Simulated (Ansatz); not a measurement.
## What each rung costs, and what it gives

Saddle point of InH$_{2}$ClO$_{2}$, singlet (InH₂ClO₂ ([OH][In]([OH])[Cl]) → InClO + H₂O (still joined by a long In–O bond); bonds formed: O2–H4; bonds broken: O3–H4; bonds weakened to dative contacts: In1–O2), PBE0-D4/def2-TZVP structure:

In1  (-0.770, 0.581, 0.495)
O2  (1.026, -0.540, -0.250)
O3  (-1.266, -1.177, 0.025)
H4  (0.089, -1.165, -0.302)
Cl5  (-0.542, 2.744, 1.132)
H6  (1.464, -0.445, -1.099)
(Å)

Barriers are electronic and count from the start structure reached by relaxing down the imaginary mode.

Computed with Ansatz 0.2.0 (basis: as named in each row); correlated methods freeze the cores. Filled d shells of the heavier atoms are correlated. Core potentials replace the inner electrons of the atoms past krypton. The def2 sets are not built for correlating such inner shells, so the correlated values are less sure here. B3LYP uses VWN-RPA correlation. Extrapolation: Hartree–Fock as exp(−7.88 √X), correlation as X^−2.97.

Times are rough, for one single point on 4 threads of a shared host (Arm Neoverse V1).

The estimate by CCSD(T) at an estimated basis limit (MP2 extrapolated from triple and quadruple zeta, plus CCSD(T) − MP2 in triple zeta) is 42.87 kcal/mol.

```
      method       basis  time (s)  barrier (kcal/mol)  method less estimate
       SPW92    def2-SVP   under 1               28.51                -14.36
      PBE-D4    def2-SVP   under 1               32.71                -10.16
       SPW92  def2-TZVPP   under 1               30.48                -12.39
     PBE0-D4    def2-SVP   under 1               39.95                 -2.92
      PBE-D4  def2-TZVPP         1               34.64                 -8.23
     BLYP-D4  def2-TZVPP         1               35.88                 -6.98
    B3LYP-D4  def2-TZVPP         2               40.99                 -1.88
    BHLYP-D4  def2-TZVPP         2               48.48                  5.62
     PBE0-D4  def2-TZVPP         2               41.22                 -1.65
CAM-B3LYP-D4  def2-TZVPP         2               43.47                  0.61
     CCSD(T)    def2-SVP         3               44.14                  1.27
   r2SCAN-D4  def2-TZVPP         3               38.70                 -4.17
  r2SCAN0-D4  def2-TZVPP         3               43.53                  0.66
    PBE-QIDH  def2-TZVPP         4               43.38                  0.51
  RPA on PBE  def2-TZVPP         4               40.23                 -2.63
     wB97M-V    def2-SVP         4               42.96                  0.09
      B2PLYP  def2-TZVPP         4               40.47                 -2.39
     wB97X-V  def2-TZVPP         5               45.09                  2.22
      B97M-V  def2-TZVPP         6               41.60                 -1.27
     wB97M-V  def2-TZVPP         6               44.29                  1.42
         MP2  def2-QZVPP        10               40.09                 -2.78
     CCSD(T)  def2-TZVPP        60               42.62                 -0.25
```

All methods are single points on the PBE0-D4 structures.

T1 diagnostic: at most 0.023. The restricted Hartree–Fock reference is unstable towards an unrestricted one at one or more of these structures.

Labels in which every atom is bracketed show which atoms are joined, not bond orders.
